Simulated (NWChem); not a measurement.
C2BrClF2; SMILES C(=C(\Cl)F)(/F)Br

Results from NWChem. Structure relaxed at the PBE0/def2-SVP level. Level: PBE/def2-SVP with COSMO at NWChem's default radii, gas-phase geometry; rows give the dielectric constant.

```tsv
dielectric constant	electrostatic solvation energy (kcal/mol)	dipole in solution (D)
1.5	-0.3	0.80
4.8	-0.7	0.87
11.7	-0.8	0.89
20.7	-0.9	0.90
25.0	-0.9	0.90
```
